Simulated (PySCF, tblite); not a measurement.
Parent: `[CH:1]#[C:2][c:3]1[cH:4][n:5][n:6][cH:7][c:8]1[CH2:9][CH3:10]` with C7–C8–C9–C10 95°, C8H8N2.

Computed geometry: GFN2-xTB, gas phase. One conformer each, not checked by frequencies here.

```csv
coordinate of the parent,value
C1≡C2,1.201 Å
C2–C3,1.412 Å
C3–C4,1.405 Å
C4–N5,1.314 Å
N5–N6,1.301 Å
N6–C7,1.318 Å
C7–C8,1.396 Å
C8–C9,1.496 Å
C9–C10,1.531 Å
C3–C8,1.397 Å
C1–C2–C3,179.3°
C2–C3–C4,120.8°
C2–C3–C8,122.4°
C4–C3–C8,116.8°
C3–C4–N5,123.0°
C4–N5–N6,120.5°
N5–N6–C7,120.3°
N6–C7–C8,123.9°
C7–C8–C9,122.2°
C3–C8–C7,115.5°
C3–C8–C9,122.2°
C8–C9–C10,110.2°
```

Q: How does the shared frame change in `[CH:1]#[C:2][c:3]1[cH:4][n:5][n:6][cH:7][c:8]1[S:9][CH3:10]` with C7–C8–S9–C10 177°, C7H6N2S? Atoms pair as C1 = C1, C2 = C2, C3 = C3, C4 = C4, N5 = N5, N6 = N6, C7 = C7, C8 = C8 (parent first).

A: 
```json
{"parent": "C1≡C2", "relative": "C1≡C2", "value in the relative": "1.202 Å", "change": "+0.001"}
{"parent": "C2–C3", "relative": "C2–C3", "value in the relative": "1.412 Å", "change": "0.000"}
{"parent": "C3–C4", "relative": "C3–C4", "value in the relative": "1.411 Å", "change": "+0.006"}
{"parent": "C4–N5", "relative": "C4–N5", "value in the relative": "1.309 Å", "change": "-0.005"}
{"parent": "N5–N6", "relative": "N5–N6", "value in the relative": "1.306 Å", "change": "+0.005"}
{"parent": "N6–C7", "relative": "N6–C7", "value in the relative": "1.307 Å", "change": "-0.011"}
{"parent": "C7–C8", "relative": "C7–C8", "value in the relative": "1.410 Å", "change": "+0.014"}
{"parent": "C3–C8", "relative": "C3–C8", "value in the relative": "1.397 Å", "change": "0.000"}
{"parent": "C1–C2–C3", "relative": "C1–C2–C3", "value in the relative": "172.1°", "change": "-7.2"}
{"parent": "C2–C3–C4", "relative": "C2–C3–C4", "value in the relative": "116.9°", "change": "-3.9"}
{"parent": "C2–C3–C8", "relative": "C2–C3–C8", "value in the relative": "127.5°", "change": "+5.1"}
{"parent": "C4–C3–C8", "relative": "C4–C3–C8", "value in the relative": "115.7°", "change": "-1.1"}
{"parent": "C3–C4–N5", "relative": "C3–C4–N5", "value in the relative": "124.3°", "change": "+1.3"}
{"parent": "C4–N5–N6", "relative": "C4–N5–N6", "value in the relative": "119.9°", "change": "-0.6"}
{"parent": "N5–N6–C7", "relative": "N5–N6–C7", "value in the relative": "120.3°", "change": "0.0"}
{"parent": "N6–C7–C8", "relative": "N6–C7–C8", "value in the relative": "124.2°", "change": "+0.3"}
{"parent": "C3–C8–C7", "relative": "C3–C8–C7", "value in the relative": "115.7°", "change": "+0.2"}
```

Of the parent's bonds, C7–C8 changes most (+0.014 Å). Bonds of the relative outside the shared frame: C8–S9 1.752, S9–C10 1.816 Å.

Q: How does the shared frame change in `[CH:1]#[C:2][c:3]1[n:4][n:5][cH:6][c:7]([CH2:8][CH3:9])[c:10]1[C:11]#[CH:12]` with C6–C7–C8–C9 92°, C10H8N2? Atoms pair as C1 = C12, C2 = C11, C3 = C10, C4 = C3, N5 = N4, N6 = N5, C7 = C6, C8 = C7, C9 = C8, C10 = C9 (parent first).

A: 
| parent | relative | value in the relative | change |
| --- | --- | --- | --- |
| C1≡C2 | C12≡C11 | 1.201 Å | 0.000 |
| C2–C3 | C11–C10 | 1.411 Å | -0.001 |
| C3–C4 | C10–C3 | 1.417 Å | +0.012 |
| C4–N5 | C3–N4 | 1.327 Å | +0.013 |
| N5–N6 | N4–N5 | 1.294 Å | -0.007 |
| N6–C7 | N5–C6 | 1.319 Å | +0.001 |
| C7–C8 | C6–C7 | 1.397 Å | +0.001 |
| C8–C9 | C7–C8 | 1.496 Å | 0.000 |
| C9–C10 | C8–C9 | 1.531 Å | 0.000 |
| C3–C8 | C10–C7 | 1.394 Å | -0.003 |
| C1–C2–C3 | C12–C11–C10 | 179.5° | +0.2 |
| C2–C3–C4 | C11–C10–C3 | 120.8° | 0.0 |
| C2–C3–C8 | C11–C10–C7 | 122.4° | 0.0 |
| C4–C3–C8 | C3–C10–C7 | 116.8° | 0.0 |
| C3–C4–N5 | C10–C3–N4 | 122.2° | -0.8 |
| C4–N5–N6 | C3–N4–N5 | 120.7° | +0.2 |
| N5–N6–C7 | N4–N5–C6 | 120.7° | +0.4 |
| N6–C7–C8 | N5–C6–C7 | 123.8° | -0.1 |
| C7–C8–C9 | C6–C7–C8 | 121.9° | -0.3 |
| C3–C8–C7 | C10–C7–C6 | 115.9° | +0.4 |
| C3–C8–C9 | C10–C7–C8 | 122.1° | -0.1 |
| C8–C9–C10 | C7–C8–C9 | 110.0° | -0.2 |

Of the parent's bonds, C3–C4 and C4–N5 change most and about equally (+0.012 to +0.013 Å). Bonds of the relative outside the shared frame: C1≡C2 1.200, C2–C3 1.415 Å. Point group C1 → C1.
